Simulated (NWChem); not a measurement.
# YClF$_{2}$; SMILES [F][Y]([F])[Cl]

Program: NWChem. The geometry was optimised at PBE0/def2-SVP. Not confirmed as a minimum by frequencies. def2 effective core potentials on Y; no spin-orbit coupling. Ions are spin-unrestricted doublets at the neutral geometry; other ion states weren't tried.

For level PBE/def2-SVP:

| Property | Result |
|---|---|
| vertical ionisation energy, ΔSCF (eV) | 11.08 |
| −ε(HOMO) (eV) | 7.37 |

Q: What are these values for level CAM-B3LYP/def2-SVP?

A: The vertical ionisation energy, ΔSCF (eV) is 11.59 and the −ε(HOMO) (eV) is 10.15.
